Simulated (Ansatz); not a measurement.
```yaml
crystal:
  periodic: [false, false, false]
  atoms:
    - {symbol: B, position_ang: [-0.399053, 0.338368, -0.515968]}
    - {symbol: B, position_ang: [0.347172, 0.945191, 0.946114]}
    - {symbol: S, position_ang: [1.580251, -0.125850, 0.162602]}
    - {symbol: C, position_ang: [-0.167678, -1.024656, -0.246516]}
    - {symbol: H, position_ang: [-0.694738, 1.009488, -1.500076]}
    - {symbol: H, position_ang: [0.491773, 1.891958, 1.761198]}
    - {symbol: H, position_ang: [-0.009690, -1.681087, -1.344627]}
    - {symbol: H, position_ang: [-0.429835, -1.738546, 0.553430]}
basis:
  gaussian: {orbitals: def2-SVPD}
magnetization: {spin_polarized: true, initial_magnetization: 1}
hamiltonian: {xc: {name: B2GP-PLYP}}
output: {forces: true}
```

```sh
$ ansatz run in.yaml --threads 2 --pin off --events-out ev --progress --plain --max-ram 4352MiB
```

How does Ansatz answer? (An estimate is asked.)

Ansatz gave: The program refused the input.
```
Error: a molecule whose nuclei and cores have a total charge of 36 cannot have a net charge of 0 together with 1 unpaired electrons
```
